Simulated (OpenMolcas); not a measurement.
What dynamic correlation does to the levels of V³⁺

```
Program             : OpenMolcas
Basis               : ANO-RCC-VTZP [6s5p3d2f1g]
Scalar Hamiltonian  : DKH2, point nucleus
Active space        : 2 electrons in 5 orbitals (3d)
State averaging     : 2S+1 = 3 even, 10 roots; 2S+1 = 1 even, 15 roots kept (CI in the orbitals of an earlier block)
Spin-orbit coupling : RASSI with atomic mean-field integrals over the reference wave functions, term energies averaged over their components
```

Methods on the same reference wave functions:
A. CASSCF
B. SS-CASPT2, IPEA 0.25 Eh, imaginary shift 0.1 Eh (closed shells correlated: 3s 3p)

Energies in cm-1 above 3d2 3F2, the measured ground level; measured values from Sugar and Corliss, J. Phys. Chem. Ref. Data 7, 1191 (1978).

| Level | A | B | Measured |
| --- | --- | --- | --- |
| 3d2 3F2 | 0.0 | 0.0 | 0.0 |
| 3d2 3F3 | 326 | 328 | 325 |
| 3d2 3F4 | 748 | 750 | 735 |
| 3d2 1D2 | 13946 | 10920 | 10959 |
| 3d2 3P0 | 16475 | 13870 |  |
| 3d2 3P1 | 16588 | 13980 | 13239 |
| 3d2 3P2 | 16833 | 14220 | 13458 |
| 3d2 1G4 | 21563 | 19090 | 18391 |
| 3d2 1S0 | 52706 | 43340 | 42462 |

Deviations, from unrounded energies. A percentage is the sum of absolute deviations over the sum of measured energies, with the sign that they share, or ± where signs differ.

```
                        Against measurement  Levels      A     B
             mean absolute deviation (cm-1)       7   3300   450
      fine structure of the ground term (%)       2   +1.3  +1.7
other terms of the ground configuration (%)       5  +23.5  ±3.2
```

B lies closest to measurement on these levels. The largest miss of B in the table is 3d2 1S0, by +870 cm-1. The ranking rests on the paired levels alone, and a cruder setting can come out closer through cancelling errors.

From A to B the spin-free energies of the other terms of 3d2 shown, above 3F, scale by factors of 0.78 to 0.88, as is usual when dynamic correlation screens the repulsion within a d or f shell.

The lowest spin-free term lies below A's lowest term by 0.295 hartree in B.

Term energies are means over components that CASPT2 splits; among the terms shown or strongly mixed into the levels shown the widest spread is 620 cm-1 (3d2 1G, B). Terms from blocks run as CI alone lack orbitals of their own. Without dynamic correlation excited terms often stand tens of per cent too high (terms of higher spin than the ground term too low), and those without a measured partner can miss by more than the paired ones (holds for A). Measured partners are found by configuration, term and J. A level has none where our copy of the source lacks it or the pairing is in doubt (some pairs that miss far off the trend of their configuration count as doubtful), and it then counts in no deviation. Only configurations of the active space appear.
